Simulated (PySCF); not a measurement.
C5H7FO, SMILES C1=C[C@](F)(C1)OC.

The structure is a stationary point at PBE-D3(BJ)/def2-SVP. The structure was generated by enumeration; whether it is a known compound was not checked. One conformer was computed; it need not be the lowest.

The numbers are results of PBE-D3(BJ)/def2-SVP (PySCF), not measurements.

Frequencies are harmonic and unscaled.

| mode | ν (cm⁻¹) | IR (km/mol) | moving atoms (share of kinetic energy) |
|---|---|---|---|
| 1 | 90 | 1.8 | H 46 %, C 31 %, O 20 % |
| 2 | 160 | 0.7 | C 57 %, H 32 % |
| 3 | 192 | 1.5 | H 75 %, C 18 % |
| 4 | 294 | 0.1 | C 47 %, H 27 %, F 18 % |
| 5 | 330 | 0.7 | C 34 %, F 24 %, H 22 %, O 21 % |
| 6 | 444 | 3.5 | C 36 %, F 33 %, H 22 %, O 9 % |
| 7 | 461 | 2.4 | C 55 %, H 21 %, F 12 %, O 12 % |
| 8 | 510 | 13.2 | H 43 %, C 22 %, O 20 %, F 15 % |
| 9 | 651 | 12.3 | C 37 %, O 27 %, F 26 %, H 10 % |
| 10 | 734 | 13.0 | H 58 %, C 23 %, F 12 % |
| 11 | 832 | 2.0 | C 65 %, H 35 % |
| 12 | 883 | 47.7 | H 61 %, C 27 %, F 8 % |
| 13 | 931 | 5.4 | H 76 %, C 24 % |
| 14 | 948 | 5.7 | H 59 %, C 40 % |
| 15 | 1009 | 13.2 | C 49 %, H 45 % |
| 16 | 1032 | 2.4 | H 65 %, C 33 % |
| 17 | 1039 | 29.7 | C 74 %, H 23 % |
| 18 | 1102 | 13.3 | C 43 %, O 35 %, H 20 % |
| 19 | 1135 | 2.3 | H 74 %, C 21 % |
| 20 | 1143 | 7.6 | H 57 %, C 40 % |
| 21 | 1166 | 10.3 | H 62 %, C 34 % |
| 22 | 1188 | 321.1 | C 63 %, O 19 %, H 14 % |
| 23 | 1228 | 77.9 | C 57 %, H 30 %, O 9 % |
| 24 | 1287 | 132.5 | C 63 %, H 34 % |
| 25 | 1388 | 9.6 | H 88 %, C 12 % |
| 26 | 1409 | 21.9 | H 93 % |
| 27 | 1416 | 11.5 | H 92 % |
| 28 | 1436 | 5.4 | H 91 %, C 8 % |
| 29 | 1600 | 2.6 | C 91 %, H 9 % |
| 30 | 2920 | 42.4 | H 97 % |
| 31 | 2983 | 7.0 | H 94 % |
| 32 | 2986 | 50.3 | H 91 %, C 9 % |
| 33 | 3047 | 10.0 | H 90 %, C 10 % |
| 34 | 3074 | 18.2 | H 91 %, C 9 % |
| 35 | 3120 | 6.3 | H 92 % |
| 36 | 3150 | 6.8 | H 89 %, C 11 % |
